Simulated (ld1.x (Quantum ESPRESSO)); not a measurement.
**Au: variants of one ultrasoft potential**

Base potential:

| Property | Result |
| --- | --- |
| Element | gold |
| Generator | ld1.x (Quantum ESPRESSO) 7.5 |
| Type | ultrasoft |
| Functional | LDA (PZ) |
| Relativity | scalar-relativistic |
| Frozen core | [Kr] 4d10 4f14 |
| Valence charge | 19 |
| Reference configuration | 5s2 5p6 5d10 6s0 6p1 |
| Partial waves | 5s (bound): rcut 1.20, rcutus 1.40 bohr; 6s (bound, empty): rcut 1.20, rcutus 1.40 bohr; 5p (bound): rcut 1.40, rcutus 1.50 bohr; 6p (bound): rcut 1.40, rcutus 1.50 bohr; 5d (bound): rcut 1.55, rcutus 1.85 bohr; 5d channel at 1.4 Ry: rcut 1.55, rcutus 1.85 bohr; 5f channel at -0.1 Ry: rcut 1.35, rcutus 1.70 bohr; 5f channel at 0.7 Ry: rcut 1.35, rcutus 1.70 bohr |
| Local potential | all-electron potential smoothed inside 1.15 bohr (lloc = -2) |
| Core correction | a·sin(br)/r model core, default radius (core density twice the valence density) |
| Augmentation charge | built from norm-conserving waves at rcut, not smoothed further |

Cutoffs, loose and tight: the cutoffs (Ry, on a coarse ladder) from which the occupation-weighted sum of valence levels, in a spherical-Bessel basis at the reference potential, stays within 10 and 1 mRy of its value at 400 Ry. They do not see the model core or the augmentation charge, which bear on the density cutoff. Test errors are all-electron minus pseudo excitation energies from the reference, over the configurations 5s2 5p6 5d10 6s1 6p0; 5s2 5p6 5d10 6s0 6p0; 5s2 5p6 5d9 6s0 6p0; 5s2 5p5 5d10 6s1 6p0; 5s2 5p6 5d9 6s1 6p1; 5s2 5p6 5d8 6s0 6p0; 5s1 5p6 5d10 6s1 6p0 (two spin-polarised tests are not counted in the largest error). A dash means not determined; rows that change the core or the reference have their own tests. The largest error is taken over the tests solved by every variant that gives reliable tests at all: 5s2 5p6 5d10 6s0 6p0; 5s2 5p6 5d10 6s1 6p0; 5s2 5p6 5d9 6s0 6p0.

A true bound ghost makes a file unfit for plane-wave use even where its test errors are small: the radial tests pick states by their node count and pass the ghost by.

Cutoffs are not given where the Bessel-basis levels miss the radial ones by over 6 mRy, ghosts where they miss by over 20 mRy; a channel whose overlap is not positive is not tested.

A file whose overlap is not positive is unfit for use, and its test errors describe a broken file.

```tsv
change	outcome	cutoff, loose	cutoff, tight	bound ghosts	largest test error (meV)
base	generated, misses its reference levels by 0.71 eV	–	–	not determined	-6785
all radii but the core radius scaled by about 0.74 (s 1.04, p 1.10, d 1.36, f 1.26 bohr, rcut 0.88/1.04/1.14/1.00); local potential all-electron potential smoothed inside 0.86 bohr (lloc = -2)	generated	70 Ry	160 Ry	f	-5.1
all radii but the core radius scaled by about 0.91 (s 1.26, p 1.36, d 1.68, f 1.54 bohr, rcut 1.08/1.26/1.40/1.22); local potential all-electron potential smoothed inside 1.04 bohr (lloc = -2)	generated, overlap not positive	–	–	not determined (overlap not positive)	-1291
all radii but the core radius scaled by about 1.07 (s 1.50, p 1.60, d 1.98, f 1.82 bohr, rcut 1.28/1.50/1.66/1.44); local potential all-electron potential smoothed inside 1.22 bohr (lloc = -2)	generated, overlap not positive	–	–	not determined (overlap not positive)	-1825
all radii but the core radius scaled by about 1.24 (s 1.74, p 1.86, d 2.30, f 2.12 bohr, rcut 1.50/1.74/1.94/1.68); local potential all-electron potential smoothed inside 1.44 bohr (lloc = -2)	generated, overlap not positive	–	–	not determined (overlap not positive)	+4933
all radii but the core radius scaled by about 1.28 (s 1.80, p 1.92, d 2.38, f 2.18 bohr, rcut 1.54/1.80/2.00/1.74); local potential all-electron potential smoothed inside 1.48 bohr (lloc = -2)	failed: chargeps: negative rho	–	–	–	–
all radii but the core radius scaled by about 1.36 (s 1.90, p 2.04, d 2.52, f 2.32 bohr, rcut 1.64/1.90/2.12/1.84); local potential all-electron potential smoothed inside 1.56 bohr (lloc = -2)	failed: chargeps: negative rho	–	–	–	–
```

**Question.** What comes out with this change to the base: all radii but the core radius scaled by about 0.84 (s 1.18, p 1.26, d 1.56, f 1.44 bohr, rcut 1.02/1.18/1.32/1.14); local potential all-electron potential smoothed inside 0.98 bohr (lloc = -2)?

**Answer.** outcome: generated; bound ghosts: not determined; largest test error (meV): -1277.

Reading the sweep of the scale of all radii but the core radius (base = 1) (base included, trends over the rows without a ghost): Bound ghosts are found at 0.74. Every judged row has one, so this setting neither creates nor removes them. The generation fails at 1.28, 1.36.
